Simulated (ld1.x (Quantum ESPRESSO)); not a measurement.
caesium (Cs), PAW: configuration errors across variants

```
Element                 : caesium
Generator               : ld1.x (Quantum ESPRESSO) 7.5
Type                    : PAW
Functional              : LDA (PZ)
Relativity              : scalar-relativistic
Frozen core             : [Kr] 4d10
Valence charge          : 9
Reference configuration : 5s2 5p6 5d0.5 6s0.5 6p0
Partial waves           : 5s (bound): rcut 3.10, rcutus 3.35 bohr; 6s (bound): rcut 3.10, rcutus 3.35 bohr; 5p (bound): rcut 2.85, rcutus 3.35 bohr; 6p (bound, empty): rcut 2.85, rcutus 3.35 bohr; 5d (bound): rcut 3.60, rcutus 4.55 bohr; 5d channel at 1.25 Ry: rcut 3.60, rcutus 4.55 bohr
Local potential         : all-electron potential smoothed inside 2.80 bohr (lloc = -1)
Core correction         : Bessel-smoothed model core, default radius (core density twice the valence density)
Augmentation charge     : BESSEL, radius 2.80 bohr
```

All-electron excitation energies from the reference (eV): (1) 5s2 5p6 5d0 6s1 6p0 -0.867; (2) 5s2 5p6 5d0 6s0 6p0 3.132; (3) 5s2 5p6 5d0 6s0.5 6p0 0.688.

The overlap operator is not positive definite (basis up to 400 Ry) in “base”, “waves 5d (bound): rcut 3.18, rcutus 3.38 bohr; 5d channel at 1.25 Ry: rcut 3.18, rcutus 3.38 bohr”, “waves 5d (bound): rcut 3.60, rcutus 4.18 bohr; 5d channel at 1.25 Ry: rcut 3.60, rcutus 4.18 bohr”, “waves 5d (bound): rcut 3.60, rcutus 4.48 bohr; 5d channel at 1.25 Ry: rcut 3.60, rcutus 4.48 bohr”, “waves 5d (bound): rcut 3.60, rcutus 5.08 bohr; 5d channel at 1.25 Ry: rcut 3.60, rcutus 5.08 bohr”, “waves 5d (bound): rcut 3.60, rcutus 5.68 bohr; 5d channel at 1.25 Ry: rcut 3.60, rcutus 5.68 bohr”. Such files are unfit for use, however small their errors in these radial tests.

2 further variants failed, have other tests or too few solved ones, and are left out.

Errors AE − PS in meV (a dash: test not solved or not reliable):

| change | (1) | (2) | (3) | bound ghosts |
| --- | --- | --- | --- | --- |
| base | +1.8 | +1.4 | +0.7 | not determined (overlap not positive) |
| waves 5d (bound): rcut 3.18, rcutus 3.38 bohr; 5d channel at 1.25 Ry: rcut 3.18, rcutus 3.38 bohr | +2.7 | +0.9 | +1.0 | not determined (overlap not positive) |
| waves 5d (bound): rcut 3.60, rcutus 4.18 bohr; 5d channel at 1.25 Ry: rcut 3.60, rcutus 4.18 bohr | +2.1 | +1.1 | +0.7 | not determined (overlap not positive) |
| waves 5d (bound): rcut 3.60, rcutus 4.48 bohr; 5d channel at 1.25 Ry: rcut 3.60, rcutus 4.48 bohr | +1.9 | +1.3 | +0.7 | not determined (overlap not positive) |
| waves 5d (bound): rcut 3.60, rcutus 5.08 bohr; 5d channel at 1.25 Ry: rcut 3.60, rcutus 5.08 bohr | +1.6 | +2.0 | +0.6 | not determined (overlap not positive) |
| waves 5d (bound): rcut 3.60, rcutus 5.68 bohr; 5d channel at 1.25 Ry: rcut 3.60, rcutus 5.68 bohr | +2.1 | +3.4 | +1.1 | not determined (overlap not positive) |

(1) Give the same row for: waves 5d (bound): rcut 2.80, rcutus 2.96 bohr; 5d channel at 1.25 Ry: rcut 2.80, rcutus 2.96 bohr.

Answers

(1) +2.7, +0.8, +1.1; bound ghosts: not determined (overlap not positive). Its overlap operator is not positive definite in a basis up to 400 Ry (lowest eigenvalue p -0.46), so the file is unfit for use: the generalised eigenproblem breaks down once the basis is large enough, and its test numbers describe a broken file.
